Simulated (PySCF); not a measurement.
**Working out the ionisation energy of Xe**

Xe [Xe] (1S) → Xe⁺ [Kr] 4d10 5s2 5p5 (2P). All numbers are calculated (PySCF 2.14, a scalar-relativistic core potential, in cc-pVDZ-PP with ECP28MDF (4s3p2d, 23 functions)). Frozen: 4s2 4p6 4d10. Energies in hartree (1 hartree = 27.21139 eV):

```csv
part,Xe (lower),Xe⁺ (upper)
UHF,-328.290852,-327.864945
CCSD correlation,-0.108203,-0.090579
(T),-0.000693,-0.000722
```

Problem. What does Hartree-Fock give?

Solution. (-327.864945) − (-328.290852) = 0.425907 hartree = 11.590 eV.

Problem. What do CCSD and CCSD(T) give?

Solution. The CCSD correlation energies differ by 0.017624 hartree = 0.480 eV and the triples by -0.000029 hartree = -0.001 eV, so CCSD gives 12.070 eV and CCSD(T) 12.069 eV.

Measured between the centres of the two terms (NIST): 12.565 eV, so CCSD(T) (valence) is off by -0.496 eV.

A double-zeta basis recovers only part of the correlation energy.

What remains against the reference includes basis incompleteness, the frozen core and higher excitations.
